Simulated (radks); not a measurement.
Valence configurations of Pb+. All-electron calculation, scalar-relativistic Kohn-Sham, PBE, spin-polarised, spherical densities, point nucleus; open shells are filled with parallel spins first (spin-orbit coupling, left out, can overturn this in heavy ions). Program: a radial shooting solver on a logarithmic mesh with Libxc functionals. Energies are relative to [Hg] 6p1; eigenvalues in eV for spin up.

| valence | E (eV) | moment (Bohr magnetons) | e(4f) | e(5d) | e(6p) | e(6s) |
|---|---|---|---|---|---|---|
| [Hg] 6p1 | 0.000 | 1 | -140.58 | -28.891 | -10.195 | -19.518 |
| [Xe] 4f14 5d10 6s1.5 6p1.5 | 4.206 | 2 | -141.45 | -29.798 | -10.866 | -20.370 |
| [Xe] 4f14 5d10 6s1 6p2 | 8.153 | 3 | -142.27 | -30.646 | -11.462 | -21.151 |
| [Xe] 4f14 5d9.5 6s2 6p1.5 | 9.574 | 2 | -143.69 | -31.393 | -11.092 | -20.879 |
| [Xe] 4f14 5d9 6s2 6p2 | 19.735 | 3 | -146.80 | -33.857 | -11.936 | -22.176 |
| [Xe] 4f14 5d9 6s1.5 6p2.5 | 23.943 | 4 | -147.58 | -34.661 | -12.501 | -22.911 |
| [Xe] 4f14 5d8 6s2 6p3 | 41.805 | 5 | -153.01 | -38.701 | -13.502 | -24.623 |
| [Xe] 4f13.5 5d10 6s2 6p1.5 | 67.306 | 2 | -150.62 | -32.098 | -11.112 | -20.938 |
| [Xe] 4f14 5d7 6s2 6p4 | 68.591 | 5 | -159.50 | -43.621 | -14.635 | -26.674 |
| [Xe] 4f13 5d10 6s2 6p2 | 138.88 | 3 | -160.83 | -35.345 | -11.992 | -22.321 |

NIST lists [Hg] 6p1 as the ground configuration; this level of theory agrees among the configurations tried. The energies are those of spherical high-spin densities, not of single terms.
